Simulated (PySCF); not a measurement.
Can point charges reproduce the dipole moment of `c1occ(-c2cccs2)c1`?

Coordinates (GFN2-xTB, Å) and charges (e) from the PBE0/pcSseg-1 density (PySCF):

```json
{"atom": "C1", "x": "2.679", "y": "-0.090", "z": "-0.777", "Mulliken": "-0.0167", "IAO": "-0.1799", "Hirshfeld": "-0.0734", "ESP-fitted": "-0.4311"}
{"atom": "C2", "x": "2.986", "y": "0.290", "z": "0.489", "Mulliken": "-0.2678", "IAO": "-0.3171", "Hirshfeld": "-0.0848", "ESP-fitted": "-0.0893"}
{"atom": "S3", "x": "1.582", "y": "0.500", "z": "1.461", "Mulliken": "+0.2901", "IAO": "+0.3154", "Hirshfeld": "+0.1027", "ESP-fitted": "+0.0038"}
{"atom": "C4", "x": "0.551", "y": "0.065", "z": "0.129", "Mulliken": "-0.3252", "IAO": "-0.1395", "Hirshfeld": "-0.0306", "ESP-fitted": "-0.2539"}
{"atom": "C5", "x": "-0.878", "y": "0.038", "z": "0.279", "Mulliken": "-0.1063", "IAO": "-0.0598", "Hirshfeld": "-0.0476", "ESP-fitted": "+0.2252"}
{"atom": "C6", "x": "-1.848", "y": "-0.298", "z": "-0.715", "Mulliken": "-0.1717", "IAO": "-0.2235", "Hirshfeld": "-0.0870", "ESP-fitted": "-0.4704"}
{"atom": "C7", "x": "-3.058", "y": "-0.183", "z": "-0.111", "Mulliken": "+0.1994", "IAO": "+0.0091", "Hirshfeld": "+0.0092", "ESP-fitted": "+0.0506"}
{"atom": "O8", "x": "-2.920", "y": "0.194", "z": "1.171", "Mulliken": "-0.3544", "IAO": "-0.2201", "Hirshfeld": "-0.0594", "ESP-fitted": "-0.1787"}
{"atom": "C9", "x": "-1.607", "y": "0.326", "z": "1.404", "Mulliken": "+0.2289", "IAO": "-0.0065", "Hirshfeld": "-0.0002", "ESP-fitted": "-0.0671"}
{"atom": "C10", "x": "1.291", "y": "-0.219", "z": "-0.985", "Mulliken": "-0.0429", "IAO": "-0.1903", "Hirshfeld": "-0.0761", "ESP-fitted": "+0.1258"}
{"atom": "H11", "x": "3.416", "y": "-0.273", "z": "-1.539", "Mulliken": "+0.0875", "IAO": "+0.1643", "Hirshfeld": "+0.0565", "ESP-fitted": "+0.2211"}
{"atom": "H12", "x": "3.952", "y": "0.462", "z": "0.920", "Mulliken": "+0.1205", "IAO": "+0.1748", "Hirshfeld": "+0.0548", "ESP-fitted": "+0.1839"}
{"atom": "H13", "x": "-1.658", "y": "-0.581", "z": "-1.728", "Mulliken": "+0.0708", "IAO": "+0.1668", "Hirshfeld": "+0.0588", "ESP-fitted": "+0.2365"}
{"atom": "H14", "x": "-4.054", "y": "-0.338", "z": "-0.475", "Mulliken": "+0.1060", "IAO": "+0.1746", "Hirshfeld": "+0.0659", "ESP-fitted": "+0.1590"}
{"atom": "H15", "x": "-1.298", "y": "0.625", "z": "2.386", "Mulliken": "+0.1018", "IAO": "+0.1734", "Hirshfeld": "+0.0578", "ESP-fitted": "+0.1803"}
{"atom": "H16", "x": "0.856", "y": "-0.510", "z": "-1.923", "Mulliken": "+0.0800", "IAO": "+0.1583", "Hirshfeld": "+0.0537", "ESP-fitted": "+0.1042"}
```

**Question.** Compute μ = Σ q r for each scheme (1 e·Å = 4.803 D) and compare with the dipole of the full density.

**Answer.** The full density gives (0.25, -0.26, -0.93) D, 0.99 D in size; dipole vectors point from the negative to the positive end.

```csv
scheme,μx,μy,μz,size (D),share of the full size (%),angle to the full dipole (°)
Mulliken,0.06,0.25,0.84,0.88,89,162
IAO,0.08,0.19,0.65,0.69,69,159
Hirshfeld,-0.18,0.10,0.38,0.44,44,169
ESP-fitted,0.26,-0.26,-0.94,1.01,101,1
```

**Question.** Which set comes closest?

**Answer.** Length of the difference vector: ESP-fitted 0.02 D, Hirshfeld 1.43 D, IAO 1.65 D, Mulliken 1.85 D. Closest: ESP-fitted. ESP charges are fitted to the potential around the molecule, whose slowest-falling term is the dipole's. The schemes that divide the density aren't constrained to reproduce the dipole.

**Question.** What is left for the Hirshfeld atoms' own dipoles?

**Answer.** The Hirshfeld atoms' densities add up to the full density, so μ = Σ q r + Σ (atomic dipoles). The atomic dipoles sum to (0.25, -0.26, -0.93) − (-0.18, 0.10, 0.38) = (0.43, -0.36, -1.31) D, 1.43 D in size.

**Question.** With the origin at the mean of the coordinates, (0.000, 0.001, -0.001) Å, which are the largest single terms, by size, of the Hirshfeld dipole along the direction of the full one?

**Answer.** H15 -0.75, H11 +0.64, H16 +0.55, S3 -0.54, O8 +0.53 D; all 16 atoms together -0.43 D. The single terms depend on the origin, their sum doesn't.

**Question.** Give the size of the full dipole in other units.

**Answer.** 0.99 D = 0.391 au = 0.207 e·Å = 3.32 × 10⁻³⁰ C·m.

Geometry: GFN2-xTB, one conformer, isolated molecule.

These values come from a run that also computed NMR shieldings. The run took 33 s wall on x86-64 server, one thread, no GPU, shared host.

The values belong to the conformer `[cH:1]1[cH:2][s:3][c:4](-[c:5]2[cH:6][cH:7][o:8][cH:9]2)[cH:10]1`: S3–C4–C5–C6 180°.
